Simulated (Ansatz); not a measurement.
Total energies of C2H11GaGeOSi (`C[CH]([GaH2])O[SiH2][GeH3]`).

```xyz
17

C    -0.8249   -0.9893   -1.4404
C     0.3547   -0.1441   -1.0421
Ga    2.1697   -0.5254   -1.7472
O     0.8708   -0.5167    0.2696
Si    0.0665   -0.3233    1.7037
Ge   -1.1139    1.7500    1.7483
H    -0.5670   -2.0509   -1.4598
H    -1.1617   -0.7050   -2.4410
H    -1.6754   -0.8585   -0.7598
H     0.0855    0.9176   -1.0210
H     2.4957   -2.0106   -2.1373
H     3.2658    0.5939   -1.6900
H    -0.8986   -1.4342    1.9394
H     1.1043   -0.3708    2.7636
H    -0.1887    2.9352    1.4237
H    -1.7065    1.9711    3.1511
H    -2.2764    1.7610    0.7392
```

Total charge 0; spin multiplicity 1. Correlated methods include outer-core shells of Ga, Ge, which these sets cover unevenly. Scalar relativity is left out up to krypton. All single points use the PBE0-D4/def2-TZVP geometry. It is one conformer, not always the lowest. Basis def2-TZVPP, Ansatz 0.2.0.

RPA on PBE orbitals: Hartree–Fock energy of these orbitals -4444.51059 Eh, correlation -2.00831 Eh (frozen core).

```json
{"functional": "LDA (SPW92)", "kind": "LDA", "energy without D4 (Eh)": "-4440.78657", "D4 term (kJ/mol)": "–"}
{"functional": "PBE", "kind": "GGA", "energy without D4 (Eh)": "-4448.50581", "D4 term (kJ/mol)": "-45.2"}
{"functional": "revPBE", "kind": "GGA", "energy without D4 (Eh)": "-4449.05243", "D4 term (kJ/mol)": "-121.7"}
{"functional": "BLYP", "kind": "GGA", "energy without D4 (Eh)": "-4449.51677", "D4 term (kJ/mol)": "-95.9"}
{"functional": "r2SCAN", "kind": "meta-GGA", "energy without D4 (Eh)": "-4449.33925", "D4 term (kJ/mol)": "-11.8"}
{"functional": "B97M-V", "kind": "meta-GGA with VV10", "energy without D4 (Eh)": "-4448.63031", "D4 term (kJ/mol)": "–"}
{"functional": "PBE0", "kind": "global hybrid, 25 % exact exchange", "energy without D4 (Eh)": "-4448.64967", "D4 term (kJ/mol)": "-39.2"}
{"functional": "B3LYP", "kind": "global hybrid, 20 %", "energy without D4 (Eh)": "-4449.60186", "D4 term (kJ/mol)": "-72.8"}
{"functional": "r2SCANh", "kind": "meta-GGA hybrid, 10 %", "energy without D4 (Eh)": "-4449.31156", "D4 term (kJ/mol)": "-12.7"}
{"functional": "r2SCAN0", "kind": "meta-GGA hybrid, 25 %", "energy without D4 (Eh)": "-4449.27261", "D4 term (kJ/mol)": "-14.1"}
{"functional": "HSE06 (plane-wave form)", "kind": "screened hybrid", "energy without D4 (Eh)": "-4448.63369", "D4 term (kJ/mol)": "-37.0"}
{"functional": "BHLYP", "kind": "global hybrid, 50 %", "energy without D4 (Eh)": "-4449.33532", "D4 term (kJ/mol)": "-59.6"}
{"functional": "CAM-B3LYP", "kind": "range-separated hybrid", "energy without D4 (Eh)": "-4449.64604", "D4 term (kJ/mol)": "-40.6"}
{"functional": "LC-ωPBE", "kind": "long-range corrected hybrid", "energy without D4 (Eh)": "-4448.77234", "D4 term (kJ/mol)": "–"}
{"functional": "ωB97X-V", "kind": "range-separated hybrid GGA with VV10", "energy without D4 (Eh)": "-4449.01821", "D4 term (kJ/mol)": "–"}
{"functional": "ωB97M-V", "kind": "range-separated hybrid meta-GGA with VV10", "energy without D4 (Eh)": "-4449.14546", "D4 term (kJ/mol)": "–"}
{"functional": "B2PLYP", "kind": "double hybrid", "energy without D4 (Eh)": "-4448.48603", "D4 term (kJ/mol)": "–"}
{"functional": "PBE-QIDH", "kind": "double hybrid", "energy without D4 (Eh)": "-4447.88344", "D4 term (kJ/mol)": "–"}
```

B3LYP takes the VWN-RPA correlation (the form of Gaussian; ORCA's B3LYP/G). HSE06 is the plane-wave form, built on full-range PBE exchange. The double hybrids freeze the cores in their second-order part.

LC-ωPBE has ω = 0.4 bohr⁻¹.
